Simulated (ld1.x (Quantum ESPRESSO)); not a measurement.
The numbers below are computed, except where a source is named.
# Potentials for antimony (Sb) compared

Generated with ld1.x 7.5 (TM, RRKJ, ultrasoft, PAW), atompaw 4.2 or ONCVPSP 4.0.1. The cutoff is in Ry: for ld1.x and atompaw files where the sum of valence levels is converged to 10 mRy in a Bessel basis, for ONCV files where the hardest occupied wave has 1 mHa per electron of residual kinetic energy. The error is the largest all-electron minus pseudo excitation energy over each file’s own four to seven test configurations (ionisations up to +4, promotions, holes and added fractions of an electron), all of which were solved. The labels leave out finer settings (local radius, basis sizes, second energies), which also bear on the numbers. Spin-polarised tests are not counted. The rows are a selection from randomly drawn settings: files with unsolved tests, undetermined cutoffs or missed reference levels are left out.

A true bound ghost makes a file unfit for plane-wave use even where its test errors are small: the radial tests pick states by their node count and pass the ghost by.

| potential | cutoff (Ry) | largest error (meV) | bound ghosts |
| --- | --- | --- | --- |
| RRKJ, PBE, scalar-relativistic, rc 2.10/2.25/1.66 (spd), local p, core correction no, reference 4d10 5s1.75 5p3.25 | 60 | -212 | none |
| TM, PBEsol, scalar-relativistic, rc 1.80/1.70/1.95 (spd), local s, core correction yes, reference 5s2 5p1 | 35 | -294 | p, d |
| PAW, PBEsol, scalar-relativistic, rc 1.80/2.10/0.95 (spd), local smoothed, core correction yes, reference 4d10 5s2 5p3 | 140 | -40 | s, p |
| ultrasoft, PBE, scalar-relativistic, rc 1.95/1.38/0.90 (spd), local smoothed, core correction no, reference 4p6 4d10 5s2 5p3 | 140 | -142 | s |

Question: Fill in the row for Sb: TM, LDA (PZ), fully relativistic, rc 1.50/1.80/1.40 (spd), local smoothed, core correction yes, reference 5s2 5p2.75.

Answer: cutoff 50 Ry, largest error -670 meV, bound ghosts: s, d3/2, d5/2.
